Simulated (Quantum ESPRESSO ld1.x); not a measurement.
Question: These are the eigenvalues of the occupied orbitals of an atom or ion with whole-number occupations (eV). Calculated with ld1.x of Quantum ESPRESSO 7.5: scalar-relativistic Kohn-Sham, LDA (Slater exchange, VWN5 correlation), spin-unpolarised, spherical densities, point nucleus.

orbital  eigenvalue
1s         -348.457
2s          -39.118
2p          -31.506
3d           -4.477

Which element is it, and in what charge state? The configuration may be excited.

Answer: Z = 6, carbon, charge +1: C+ in 1s1 2s2 2p1 3d1. The list shows which subshells hold electrons but not how many an open one holds; the 1s level, -12.806 hartree, gives Z - s = 5.1 by -(Z - s)^2/2, which with screening and relativity narrows Z to a few neighbours, and the depths of the outer levels then fix element, charge and occupations together.
